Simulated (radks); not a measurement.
Polarisability of the tin ion Sn3+, [Kr] 4d10 5s1, at imaginary frequency. Calculated with a radial shooting solver on a logarithmic mesh with Libxc functionals: scalar-relativistic Kohn-Sham, LDA (Slater exchange, VWN5 correlation), spin-polarised, spherical densities, finite nucleus; open shells are filled with parallel spins first (spin-orbit coupling, left out, can overturn this in heavy ions); Fermi nuclear charge, rms radius 4.6519 fm. Response by self-consistent Sternheimer equations with the Hartree and adiabatic LDA kernel, the relativistic mass of each level held fixed and spin-orbit coupling left out.

w (hartree)  alpha1(iw) (bohr^3)  alpha2(iw) (bohr^5)
0.00266                    8.581                21.83
0.0143                     8.572                21.82
0.0360                     8.523                21.79
0.0697                     8.369                21.67
0.118                      8.009                21.39
0.186                      7.336                20.79
0.280                      6.327                19.62
0.413                      5.132                17.60
0.605                      3.983                14.59
0.892                      3.009                10.88
1.35                       2.184                7.224
2.12                       1.439                4.262
3.59                      0.7750                2.155
6.94                      0.2956               0.8062
17.5                     0.06758               0.1584

Static values: alpha1 = 8.581 bohr^3 (1.272 angstrom^3; uncoupled 13.31), alpha2 = 21.83 bohr^5, alpha3 = 124.4 bohr^7. C6 = 34.99, C8 = 535.4, triple-dipole C9 = 191.0 atomic units. One-pole (London) frequency 4 C6 / (3 alpha1^2) = 0.634 hartree, against 1.357 for minus the highest occupied eigenvalue.
